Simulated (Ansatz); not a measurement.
Calculation: B3LYP-D3(BJ)/def2-TZVP in Ansatz (an electronic-structure program). No frequencies were computed at this level.

Ansatz 0.2 input:
```yaml
crystal:
  periodic: [false, false, false]
  atoms:
    - { symbol: C, position_ang: [1.551216, 0.107467, 0.382004] }
    - { symbol: C, position_ang: [0.543201, -0.138022, -0.440862] }
    - { symbol: Si, position_ang: [-1.276956, -0.102178, 0.036355] }
    - { symbol: Cl, position_ang: [-2.257345, 1.0253, -1.326528] }
    - { symbol: H, position_ang: [2.581868, 0.076237, 0.062802] }
    - { symbol: H, position_ang: [1.390142, 0.352838, 1.419238] }
    - { symbol: H, position_ang: [0.775197, -0.376937, -1.473266] }
    - { symbol: H, position_ang: [-1.844336, -1.449567, -0.01085] }
    - { symbol: H, position_ang: [-1.462987, 0.504861, 1.351105] }
basis:
  gaussian: { orbitals: def2-tzvp }
hamiltonian:
  xc: b3lyp
  dispersion: d3bj
relax:
  max_steps: 150
```

Output:

```
Functional definition: B3LYP
1104 factors; their error is unknown
mean field evaluation 1: about -22552.3351 eV, gradient 5.3e1 eV
mean field evaluation 2: about -22547.4475 eV, gradient 6.5e1 eV
mean field evaluation 4: about -22559.0193 eV, gradient 2.6e0 eV
mean field evaluation 8: about -22559.0777 eV, gradient 3.4e-1 eV
mean field evaluation 16: about -22559.0779 eV, gradient 1.5e-5 eV
mean field -22559.07789989 eV, -829.0308217286 hartree, gradient 1.5e-5 eV, S^2 0.000000; 0 other end points of the search recorded, 0 dependent functions left out
reference -22559.07817441 eV, -829.0308318172 hartree; 24, 24 occupied and 142, 142 virtual orbitals, 1104 factors
relax step   1: F+E_penalty+E_count = -22559.44559495 eV  Δ(F+E_penalty+E_count) = +0.000e0 eV  max|allowed force component| = 1.143e0 eV/Å  Δτ_max = 0.0000 Å  (28 SCF iters, accepted)
these checks for a lower state are left out or cut short: starts, cluster_reference, orbital_swaps, neighbouring_geometries, increment
1104 factors; their error is unknown
mean field -22559.12170887 eV, -829.0324316792 hartree, gradient 2.0e-5 eV, S^2 0.000000; 0 other end points of the search recorded, 0 dependent functions left out
reference -22559.12198395 eV, -829.0324417881 hartree; 24, 24 occupied and 142, 142 virtual orbitals, 1104 factors
relax step   2: F+E_penalty+E_count = -22559.48704214 eV  Δ(F+E_penalty+E_count) = -4.145e-2 eV  max|allowed force component| = 3.641e-1 eV/Å  Δτ_max = 0.0586 Å  (31 SCF iters, accepted)
these checks for a lower state are left out or cut short: starts, cluster_reference, orbital_swaps, neighbouring_geometries, increment
1104 factors; their error is unknown
mean field -22559.12610376 eV, -829.0325931885 hartree, gradient 2.3e-5 eV, S^2 0.000000; 0 other end points of the search recorded, 0 dependent functions left out
reference -22559.12637807 eV, -829.0326032691 hartree; 24, 24 occupied and 142, 142 virtual orbitals, 1104 factors
relax step   3: F+E_penalty+E_count = -22559.49244728 eV  Δ(F+E_penalty+E_count) = -5.405e-3 eV  max|allowed force component| = 1.161e-1 eV/Å  Δτ_max = 0.0375 Å  (31 SCF iters, accepted)
these checks for a lower state are left out or cut short: starts, cluster_reference, orbital_swaps, neighbouring_geometries, increment
1104 factors; their error is unknown
mean field evaluation 32: about -22558.9994 eV, gradient 4.9e0 eV
mean field -22559.12944205 eV, -829.0327158682 hartree, gradient 2.3e-5 eV, S^2 0.000000; 0 other end points of the search recorded, 0 dependent functions left out
reference -22559.12971629 eV, -829.0327259465 hartree; 24, 24 occupied and 142, 142 virtual orbitals, 1104 factors
relax step   4: F+E_penalty+E_count = -22559.49578476 eV  Δ(F+E_penalty+E_count) = -3.337e-3 eV  max|allowed force component| = 8.987e-2 eV/Å  Δτ_max = 0.1068 Å  (29 SCF iters, accepted)
these checks for a lower state are left out or cut short: starts, cluster_reference, orbital_swaps, neighbouring_geometries, increment
1104 factors; their error is unknown
mean field -22559.12062647 eV, -829.0323919017 hartree, gradient 2.2e-5 eV, S^2 0.000000; 0 other end points of the search recorded, 0 dependent functions left out
reference -22559.12090003 eV, -829.0324019548 hartree; 24, 24 occupied and 142, 142 virtual orbitals, 1104 factors
relax step   5: F+E_penalty+E_count = -22559.48925022 eV  Δ(F+E_penalty+E_count) = +6.535e-3 eV  max|allowed force component| = 2.864e-1 eV/Å  Δτ_max = 0.0779 Å  (29 SCF iters, rejected (line search))
these checks for a lower state are left out or cut short: starts, cluster_reference, orbital_swaps, neighbouring_geometries, increment
1104 factors; their error is unknown
mean field -22559.13154889 eV, -829.0327932933 hartree, gradient 2.4e-5 eV, S^2 0.000000; 0 other end points of the search recorded, 0 dependent functions left out
reference -22559.13182301 eV, -829.0328033670 hartree; 24, 24 occupied and 142, 142 virtual orbitals, 1104 factors
relax step   6: F+E_penalty+E_count = -22559.49865182 eV  Δ(F+E_penalty+E_count) = -2.867e-3 eV  max|allowed force component| = 2.029e-2 eV/Å  Δτ_max = 0.0332 Å  (30 SCF iters, accepted)
these checks for a lower state are left out or cut short: starts, cluster_reference, orbital_swaps, neighbouring_geometries, increment
1104 factors; their error is unknown
mean field -22559.13167453 eV, -829.0327979104 hartree, gradient 2.4e-5 eV, S^2 0.000000; 0 other end points of the search recorded, 0 dependent functions left out
reference -22559.13194880 eV, -829.0328079896 hartree; 24, 24 occupied and 142, 142 virtual orbitals, 1104 factors
relax step   7: F+E_penalty+E_count = -22559.49895738 eV  Δ(F+E_penalty+E_count) = -3.056e-4 eV  max|allowed force component| = 9.084e-3 eV/Å  Δτ_max = 0.0163 Å  (30 SCF iters, accepted)
these checks for a lower state are left out or cut short: starts, cluster_reference, orbital_swaps, neighbouring_geometries, increment
1104 factors; their error is unknown
mean field evaluation 64: about -22559.1315 eV, gradient 3.6e-3 eV
mean field -22559.13152192 eV, -829.0327923022 hartree, gradient 2.4e-5 eV, S^2 0.000000; 0 other end points of the search recorded, 0 dependent functions left out
reference -22559.13179632 eV, -829.0328023859 hartree; 24, 24 occupied and 142, 142 virtual orbitals, 1104 factors
relax step   8: F+E_penalty+E_count = -22559.49900815 eV  Δ(F+E_penalty+E_count) = -5.077e-5 eV  max|allowed force component| = 1.999e-2 eV/Å  Δτ_max = 0.0211 Å  (30 SCF iters, accepted)
these checks for a lower state are left out or cut short: starts, cluster_reference, orbital_swaps, neighbouring_geometries, increment
1104 factors; their error is unknown
mean field -22559.13161685 eV, -829.0327957906 hartree, gradient 2.4e-5 eV, S^2 0.000000; 0 other end points of the search recorded, 0 dependent functions left out
reference -22559.13189122 eV, -829.0328058734 hartree; 24, 24 occupied and 142, 142 virtual orbitals, 1104 factors
relax step   9: F+E_penalty+E_count = -22559.49904360 eV  Δ(F+E_penalty+E_count) = -3.545e-5 eV  max|allowed force component| = 1.007e-2 eV/Å  Δτ_max = 0.0047 Å  (31 SCF iters, accepted)
these checks for a lower state are left out or cut short: starts, cluster_reference, orbital_swaps, neighbouring_geometries, increment
1104 factors; their error is unknown
mean field -22559.13161373 eV, -829.0327956760 hartree, gradient 2.4e-5 eV, S^2 0.000000; 0 other end points of the search recorded, 0 dependent functions left out
reference -22559.13188813 eV, -829.0328057599 hartree; 24, 24 occupied and 142, 142 virtual orbitals, 1104 factors
relax step  10: F+E_penalty+E_count = -22559.49905112 eV  Δ(F+E_penalty+E_count) = -7.525e-6 eV  max|allowed force component| = 3.310e-3 eV/Å  Δτ_max = 0.0017 Å  (32 SCF iters, accepted)
1104 factors; their error is unknown
mean field evaluation 96: about -22559.1316 eV, gradient 4.9e-2 eV
mean field -22559.13161373 eV, -829.0327956760 hartree, gradient 2.4e-5 eV, S^2 0.000000; 1 other end points of the search recorded, 0 dependent functions left out
reference -22559.13188813 eV, -829.0328057599 hartree; 24, 24 occupied and 142, 142 virtual orbitals, 1104 factors
Total energy: -22559.49932552 eV, -829.0463088350 hartree
Atom 0 at     1.521557     0.160810     0.372977 Å, force     0.001458    -0.000081    -0.000366 eV/Å
Atom 1 at     0.546024    -0.207048    -0.455801 Å, force    -0.001339     0.001271     0.000905 eV/Å
Atom 2 at    -1.241219    -0.127788     0.018951 Å, force     0.002657    -0.003310     0.000103 eV/Å
Atom 3 at    -2.256069     1.169349    -1.241648 Å, force    -0.000341     0.000751    -0.000383 eV/Å
Atom 4 at     2.569011     0.101374     0.097003 Å, force    -0.000458    -0.000663    -0.001039 eV/Å
Atom 5 at     1.314152     0.540477     1.367967 Å, force    -0.001293     0.000401     0.000481 eV/Å
Atom 6 at     0.811883    -0.574003    -1.443996 Å, force     0.000204     0.000494     0.000703 eV/Å
Atom 7 at    -1.902392    -1.442081    -0.116680 Å, force    -0.000610     0.001808     0.001031 eV/Å
Atom 8 at    -1.362946     0.378909     1.401225 Å, force    -0.000279    -0.000671    -0.001436 eV/Å
Dipole moment:     0.341847    -0.171555     0.155531 e Å
```

Cost: about 90 core-seconds (a rough figure).
